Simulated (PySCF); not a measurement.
CClF, SMILES [C](F)Cl (connectivity only; charge and spin as stated), neutral, multiplicity 1. Atoms are numbered in the order given.

```xyz
3

F      0.2907    -1.4672     0.0000
C     -0.6754    -0.5973     0.0000
Cl     0.0845     0.9876     0.0000
```
Charge 0, spin multiplicity 1.

Geometry optimised at r2SCAN-D4/def2-TZVP. The isomer is the one that the SMILES or the coordinates give; other isomers of the formula were not compared.

Computed with r2SCAN/def2-TZVPD in PySCF.

Gas-phase values at a fixed geometry.

| Property | Result |
|---|---|
| total energy | -598.02552 hartree |
| point group | Cs |
| highest occupied level | -7.10 eV |
| lowest empty level | -3.98 eV |
| orbital gap | 3.12 eV |
| dipole moment | 0.78 D |
| quadrupole, principal values (traceless, Buckingham form, about the centre of nuclear charge) | -2.91, 1.26, 1.66 D·Å |
| mean static polarisability | 30.6 bohr³ (4.53 Å³) |
| polarisability, principal values | 23.6, 26.4, 41.7 bohr³ |
